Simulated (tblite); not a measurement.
C₅H₆ClF₂O (doublet state).
Cartesian coordinates in Å at the GFN2-xTB level; atoms count from 1:
```
atom  x, y, z in Å
C1     2.2514    0.6429   -0.6691
O2     0.8659    0.6027   -0.4217
C3     0.4319   -0.5421    0.2347
C4    -0.3790   -1.5099   -0.5065
C5    -1.0700   -0.6825    0.4923
C6    -2.0356    0.3930    0.0659
F7    -1.9232    0.7272   -1.2260
F8    -3.3124   -0.0131    0.2285
Cl9   -1.8145    1.8775    1.0481
H10    2.5607   -0.1752   -1.3275
H11    2.4439    1.5958   -1.1570
H12    2.8205    0.5831    0.2657
H13    1.0853   -0.8673    1.0434
H14   -0.5814   -1.5259   -1.5584
H15   -1.3479   -1.0981    1.4542
```

Level: GFN2-xTB in tblite, geometry and Hessian alike; calculated harmonic values, unscaled, isolated species. The method is semi-empirical: single wavenumbers can be off by several per cent or more. One conformer, not necessarily the lowest. Open shells enter through the occupations alone, without spin polarisation, and single modes of such species can be off by tens of per cent.

Harmonic wavenumbers (cm⁻¹): 32.7, 58.2, 83.4, 151.7, 192.8, 243.6, 287.2, 311.8, 360.4, 385.2, 418.0, 481.6, 605.1, 657.5, 749.9, 838.0, 897.9, 940.5, 983.9, 998.7, 1018.0, 1039.6, 1063.9, 1118.6, 1126.5, 1151.5, 1174.2, 1224.8, 1275.3, 1396.3, 1405.7, 1458.3, 1476.1, 2920.0, 2940.9, 2947.7, 3028.7, 3036.7, 3149.4.

A = 2199, B = 1014, C = 847.9 MHz; mass 155.008 u (most abundant isotopes); point group C1, symmetry number 1; spin multiplicity 2.

Question: What is the zero-point energy?

Answer: Half the sum of the wavenumbers: 21815 cm⁻¹ = 62.37 kcal/mol.

Question: Give the ideal-gas entropy at 273.15 K and 1 bar in the rigid-rotor, harmonic-oscillator model (classical rotation).

Answer: Translation 40.62, rotation 29.26, vibration 27.08, spin (R ln 2) 1.38: S = 98.3 cal/(mol K).

Question: And Cp and H(273.15 K) − H(0)?

Answer: Cp = 34.08 cal/(mol K), of which vibrations give 26.13 (their classical limit is 39 R = 77.5); H(273.15 K) − H(0) = 5.93 kcal/mol without the zero-point energy, 3.76 from vibrations.

Question: What must be added to the electronic energy to get the Gibbs energy at 273.15 K and 1 bar?

Answer: ZPE + [H(273.15 K) − H(0)] − T·S = 62.37 + 5.93 − 26.86 = 41.44 kcal/mol.

Question: Blend soft modes into free rotors: weight 1/[1 + (100 cm⁻¹/ν̃)⁴] for the oscillator and the rest for a rotor with moment μB/(μ + B), μ = h/(8π²ν), B = 10⁻⁴⁴ kg m². What vibrational entropy results?

Answer: 24.11 cal/(mol K) in place of 27.08, which changes −T·S at 273.15 K by +0.81 kcal/mol.

Hindered rotation and anharmonicity are outside this model. Other conformers, if any are populated, would add a mixing term that is left out. The structure is chiral; the term R ln 2 for an equal mix with its mirror image is left out.
